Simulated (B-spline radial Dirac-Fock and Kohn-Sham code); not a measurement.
**Kohn-Sham estimates against Dirac-Fock for the levels of Pr²²⁺**

System: the Pr²²⁺ ion, configuration [Kr] 4d1.

The density-functional columns are spherical, spin-unpolarised Dirac-Kohn-Sham results without Breit or QED terms: −ε is minus the orbital energy of the initial state and ΔSCF the difference of two total energies. The reference in the last column comes from relaxed Dirac-Fock hole states (ΔSCF) with Breit and QED corrections and a finite nucleus. All numbers are from a radial B-spline solver, in eV; a selection of levels is shown. The Kohn-Sham columns are given as differences from the reference. For the 1s level of heavy atoms much of the gap between ΔSCF and the reference is the Breit and QED part, -165.5 eV here; for other levels the error of the functional can be larger.

| level | LDA −ε − DF | LDA ΔSCF − DF | Dirac-Fock |
| --- | --- | --- | --- |
| K | -276.9 | +153.2 | 42648.7 |
| L1 | -147.5 | -56.1 | 7498.4 |
| L2 | -113.1 | -2.2 | 7100.0 |
| L3 | -118.2 | -15.4 | 6623.1 |
| M1 | -79.4 | -41.3 | 2139.3 |
| M2 | -65.5 | -26.0 | 1971.2 |
| M3 | -64.6 | -26.5 | 1873.0 |
| M4 | -43.2 | -0.9 | 1583.9 |
| M5 | -43.7 | -2.0 | 1563.2 |
| N1 | -29.1 | -9.5 | 864.6 |
| N2 | -17.7 | +1.7 | 792.2 |
| N3 | -18.0 | +0.8 | 766.2 |
| N4,5 | -16.5 | +2.1 | 659.9 |

Values without a named source are computed, but for edge energies of neutral atoms, which are taken from tables.
